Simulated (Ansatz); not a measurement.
CH6BClFNSi (`CNB(F)[SiH2]Cl`) from Hartree–Fock to CCSD(T)

```xyz
12

C    -2.0093   -0.6299    0.3381
N    -0.6713   -0.0812    0.3764
B     0.2956   -0.1841   -0.6102
F     0.0234   -0.8511   -1.7458
Si    2.1147    0.6655   -0.3518
Cl    2.1130    1.5784    1.5170
H    -2.1567   -1.1552   -0.6044
H    -2.1697   -1.3381    1.1555
H    -2.7625    0.1590    0.4138
H    -0.4347    0.4259    1.2153
H     2.4238    1.7226   -1.3489
H     3.2337   -0.3118   -0.3550
```

Total charge 0; spin multiplicity 1. Geometry: relaxed with PBE0-D4/def2-TZVP. It is one conformer, not always the lowest. Frozen core, restricted reference, Ansatz. CBS rows extrapolate triple and quadruple zeta; past MP2 they add the triple-zeta difference.

| basis | HF (Eh) | MP2 corr. | CCSD corr. | (T) | CCSD(T) total |
| --- | --- | --- | --- | --- | --- |
| def2-TZVPP | ? | ? | -1.09351 | -0.04129 | ? |
| def2-QZVPP | -968.66583 | -1.12389 | – | – | – |
| CBS(def2) | ? | -1.18766 | ? | as TZ | ? |

(1) Fill in the withheld values. (Best estimate.)

Answers

(1) The calculation gave: def2-TZVPP HF (Eh): -968.63410; def2-TZVPP MP2 corr.: -1.03779; def2-TZVPP CCSD(T) total: -969.76890; CBS(def2) HF (Eh): -968.67020; CBS(def2) CCSD corr.: -1.24338; CBS(def2) CCSD(T) total: -969.95487.
